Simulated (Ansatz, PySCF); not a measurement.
Spectroscopic constants of TaN, closed-shell singlet (lowest of 2S+1 = 1, 3, 5, 7, 9 at CCSD(T)/def2-TZVPP on PBE0 minima; our sources give no spin for the ground state, which may be another). No spin–orbit coupling.

The constants come from a fifth-degree fit in 1/R (seven points, main isotopes). Runs in def2 and cc sets follow the lowest solution found near the PBE0 minimum. The singlet is held restricted. HF and MP2 rows in def2 and cc sets belong to the determinant that coupled cluster picked by its CCSD energy.

Correlated levels freeze the inner cores; with def2 sets outer-core shells near the valence are correlated too. CBS: X⁻³ extrapolation of the correlation energy, Hartree–Fock from the larger set. Rows in LANL2DZ carry no dispersion term and start afresh at each structure. LANL2DZ brings its own core potentials from Na on.

Run with Ansatz (an electronic-structure program) with Gaussian orbitals; PySCF for LANL2DZ rows. Each number belongs to the level named beside it. In def2 rows elements past Kr take small-core potentials, without spin–orbit coupling.

```json
[
 {"level": "BP86/LANL2DZ", "r_e (Å)": "1.711", "ω_e (cm⁻¹)": "…", "ω_e x_e (cm⁻¹)": "3.5", "dipole (D)": "3.16"},
 {"level": "B3LYP/LANL2DZ", "r_e (Å)": "1.701", "ω_e (cm⁻¹)": "1120", "ω_e x_e (cm⁻¹)": "3.3", "dipole (D)": "3.50"},
 {"level": "PBE0/def2-TZVPP", "r_e (Å)": "1.665", "ω_e (cm⁻¹)": "1152", "ω_e x_e (cm⁻¹)": "3.2", "dipole (D)": "3.41"},
 {"level": "MP2/def2-TZVPP", "r_e (Å)": "1.720", "ω_e (cm⁻¹)": "992", "ω_e x_e (cm⁻¹)": "4.4", "dipole (D)": "-"},
 {"level": "SCS-MP2/def2-TZVPP", "r_e (Å)": "1.712", "ω_e (cm⁻¹)": "1011", "ω_e x_e (cm⁻¹)": "4.3", "dipole (D)": "-"},
 {"level": "CCSD/def2-QZVPP", "r_e (Å)": "1.670", "ω_e (cm⁻¹)": "1135", "ω_e x_e (cm⁻¹)": "3.3", "dipole (D)": "-"},
 {"level": "CCSD(T)/def2-TZVPP", "r_e (Å)": "1.696", "ω_e (cm⁻¹)": "1066", "ω_e x_e (cm⁻¹)": "3.6", "dipole (D)": "-"},
 {"level": "CCSD(T)/CBS(def2-TZVPP, def2-QZVPP)", "r_e (Å)": "…", "ω_e (cm⁻¹)": "…", "ω_e x_e (cm⁻¹)": "3.6", "dipole (D)": "-"}
]
```

Problem. Fill in the missing entries.

Solution. 
- CCSD(T)/CBS(def2-TZVPP, def2-QZVPP), r_e (Å): 1.686
- CCSD(T)/CBS(def2-TZVPP, def2-QZVPP), ω_e (cm⁻¹): 1079
- BP86/LANL2DZ, ω_e (cm⁻¹): 1089

Doubts at one or more of the structures used: a restricted determinant that unrestricted orbitals would lower (MP2/def2-TZVPP, SCS-MP2/def2-TZVPP, CCSD/def2-QZVPP, CCSD(T)/def2-TZVPP, CCSD(T)/CBS(def2-TZVPP, def2-QZVPP)).
